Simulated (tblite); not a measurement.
C5H10GeO3.
Atom-mapped SMILES: `[CH2:1]=[CH:2][CH2:3][O:4][C:5](=[O:6])[CH2:7][O:8][GeH3:9]` (hydrogens: H10, H11 on C1; H12 on C2; H13, H14 on C3; H15, H16 on C7; H17, H18, H19 on Ge9)

Computed with GFN2-xTB (tblite), gas phase: L-BFGS steps from a force-field or distance-geometry start until the largest atomic force falls under 0.01 eV/Å.

Step 143: E = -814.1788 eV
```
atom  x, y, z in Å  |  force x, y, z in eV/Å
C1      3.2911   -0.1095   -0.5281    0.022  -0.028   0.038
C2      2.0702    0.2820   -0.8342   -0.007  -0.019  -0.001
C3      1.1377    0.9380    0.1386    0.007  -0.015  -0.002
O4     -0.1557    0.3243    0.0964   -0.011  -0.012  -0.022
C5     -0.2994   -0.8394    0.7304    0.007  -0.039  -0.043
O6      0.5648   -1.3759    1.3692    0.029   0.019   0.012
C7     -1.6731   -1.4352    0.5042   -0.013  -0.002   0.007
O8     -2.6805   -0.5513    0.1358    0.002   0.028   0.032
Ge9    -2.5902    0.8603   -0.9085   -0.008   0.020  -0.052
H10     3.6908    0.0173    0.4648    0.012   0.012  -0.034
H11     3.9374   -0.5747   -1.2522   -0.012   0.007   0.009
H12     1.6599    0.1267   -1.8232   -0.004   0.048  -0.008
H13     1.5330    0.8676    1.1570   -0.008   0.012  -0.004
H14     0.9623    1.9838   -0.1322   -0.015  -0.031   0.007
H15    -1.9773   -1.9452    1.4265   -0.004   0.018  -0.017
H16    -1.5331   -2.2038   -0.2725    0.002  -0.018   0.031
H17    -1.9855    2.0720   -0.2609   -0.017   0.000   0.029
H18    -4.0611    1.0456   -1.0915   -0.008  -0.009  -0.019
H19    -1.9013    0.5267   -2.2036    0.024   0.008   0.035
```

Step 144: E = -814.1796 eV
```
atom  x, y, z in Å  |  force x, y, z in eV/Å
C1      3.2899   -0.1119   -0.5270    0.009  -0.027   0.022
C2      2.0698    0.2805   -0.8357   -0.009  -0.009  -0.006
C3      1.1395    0.9386    0.1378   -0.009  -0.018  -0.007
O4     -0.1555    0.3271    0.0984   -0.009  -0.022  -0.017
C5     -0.2971   -0.8402    0.7273    0.036  -0.034  -0.023
O6      0.5705   -1.3789    1.3607   -0.013   0.034  -0.015
C7     -1.6723   -1.4355    0.5065   -0.002   0.009   0.007
O8     -2.6785   -0.5562    0.1244   -0.002   0.035   0.032
Ge9    -2.5925    0.8615   -0.9120   -0.004   0.028  -0.019
H10     3.6860    0.0109    0.4677    0.017   0.020  -0.033
H11     3.9387   -0.5734   -1.2509   -0.009  -0.006   0.007
H12     1.6596    0.1263   -1.8257    0.011   0.056   0.013
H13     1.5381    0.8681    1.1547   -0.016   0.005   0.006
H14     0.9653    1.9853   -0.1309   -0.015  -0.043  -0.002
H15    -1.9780   -1.9325    1.4356   -0.004   0.018  -0.020
H16    -1.5345   -2.2142   -0.2597    0.011  -0.029   0.028
H17    -1.9974    2.0716   -0.2506   -0.023  -0.008   0.021
H18    -4.0648    1.0357   -1.0972    0.000  -0.006  -0.020
H19    -1.8966    0.5466   -2.2071    0.029  -0.002   0.026
```

Step 145: E = -814.1803 eV
```
atom  x, y, z in Å  |  force x, y, z in eV/Å
C1      3.2893   -0.1146   -0.5260   -0.018  -0.011   0.004
C2      2.0700    0.2796   -0.8374    0.010   0.002   0.001
C3      1.1410    0.9384    0.1367   -0.027  -0.017  -0.008
O4     -0.1548    0.3275    0.0976   -0.003  -0.026  -0.015
C5     -0.2952   -0.8414    0.7242    0.047  -0.019  -0.003
O6      0.5739   -1.3792    1.3569   -0.040   0.035  -0.035
C7     -1.6716   -1.4360    0.5081   -0.002   0.008  -0.003
O8     -2.6772   -0.5606    0.1141    0.016   0.030   0.022
Ge9    -2.5943    0.8633   -0.9158   -0.007   0.022   0.022
H10     3.6835    0.0069    0.4692    0.017   0.020  -0.024
H11     3.9393   -0.5739   -1.2495    0.002  -0.021  -0.004
H12     1.6606    0.1284   -1.8284    0.020   0.053   0.024
H13     1.5414    0.8679    1.1527   -0.023  -0.003   0.012
H14     0.9662    1.9858   -0.1294   -0.011  -0.046  -0.014
H15    -1.9783   -1.9208    1.4434   -0.006   0.016  -0.022
H16    -1.5351   -2.2254   -0.2479    0.009  -0.017   0.034
H17    -2.0074    2.0700   -0.2399   -0.026  -0.012   0.013
H18    -4.0681    1.0282   -1.1011    0.010  -0.004  -0.024
H19    -1.8930    0.5651   -2.2112    0.033  -0.009   0.021
```

Step 146: E = -814.1813 eV
```
atom  x, y, z in Å  |  force x, y, z in eV/Å
C1      3.2886   -0.1175   -0.5247   -0.027   0.003  -0.023
C2      2.0706    0.2791   -0.8384    0.015   0.015   0.004
C3      1.1419    0.9375    0.1357   -0.040  -0.009  -0.006
O4     -0.1544    0.3271    0.0954    0.007  -0.025  -0.010
C5     -0.2932   -0.8431    0.7198    0.056   0.000   0.024
O6      0.5781   -1.3802    1.3508   -0.065   0.030  -0.053
C7     -1.6716   -1.4352    0.5097    0.011   0.015  -0.001
O8     -2.6759   -0.5613    0.1092    0.019   0.025   0.004
Ge9    -2.5962    0.8649   -0.9193   -0.009   0.013   0.064
H10     3.6824    0.0032    0.4700    0.017   0.019   0.002
H11     3.9400   -0.5740   -1.2480    0.011  -0.035  -0.017
H12     1.6621    0.1322   -1.8304    0.025   0.045   0.023
H13     1.5440    0.8675    1.1510   -0.035  -0.014   0.018
H14     0.9654    1.9850   -0.1278   -0.003  -0.038  -0.028
H15    -1.9783   -1.9095    1.4496   -0.011   0.004  -0.005
H16    -1.5374   -2.2325   -0.2377    0.002  -0.023   0.019
H17    -2.0177    2.0679   -0.2292   -0.028  -0.011   0.000
H18    -4.0711    1.0205   -1.1076    0.021   0.000  -0.027
H19    -1.8872    0.5777   -2.2121    0.036  -0.012   0.012
```

**Question.** Estimate the geometry and energy of step 147. (The exact step hangs on the optimiser's Hessian estimate; all steps are aligned on step 146, rigid shifts and turns removed.)

**Answer.** E = -814.1824 eV, largest force 0.087 eV/Å
```
atom  x, y, z in Å  |  force x, y, z in eV/Å
C1      3.2864   -0.1189   -0.5248   -0.027   0.020  -0.039
C2      2.0698    0.2804   -0.8402    0.024   0.019   0.008
C3      1.1406    0.9362    0.1341   -0.041   0.000   0.001
O4     -0.1550    0.3250    0.0921    0.013  -0.017  -0.008
C5     -0.2921   -0.8458    0.7146    0.039   0.014   0.039
O6      0.5811   -1.3827    1.3431   -0.059   0.011  -0.049
C7     -1.6726   -1.4350    0.5125    0.010   0.003  -0.003
O8     -2.6758   -0.5632    0.1029    0.048   0.004  -0.018
Ge9    -2.5933    0.8671   -0.9222   -0.011  -0.010   0.086
H10     3.6801    0.0020    0.4694    0.016   0.013   0.024
H11     3.9389   -0.5733   -1.2475    0.019  -0.046  -0.030
H12     1.6629    0.1373   -1.8329    0.021   0.035   0.009
H13     1.5451    0.8658    1.1487   -0.052  -0.019   0.021
H14     0.9604    1.9833   -0.1262    0.008  -0.020  -0.039
H15    -1.9780   -1.8956    1.4598   -0.019   0.002  -0.004
H16    -1.5405   -2.2451   -0.2226   -0.018   0.002   0.020
H17    -2.0252    2.0643   -0.2137   -0.027  -0.004  -0.012
H18    -4.0685    1.0156   -1.1183    0.026   0.004  -0.029
H19    -1.8742    0.5919   -2.2128    0.030  -0.011   0.024
```

The energy changes by -0.0011 eV. The first-order estimate −F·Δx gives -0.0015 eV and the mean of the old and new forces, exact on a quadratic surface, -0.0011 eV. The step makes an angle of 79° with the force vector and moves no atom by more than 0.020 Å.

The cost below is that of the whole relaxation. The run took 1.7 s of wall time on one thread, Arm Neoverse V1 (aarch64), shared host with 32 logical CPUs at a one-minute load of 29.
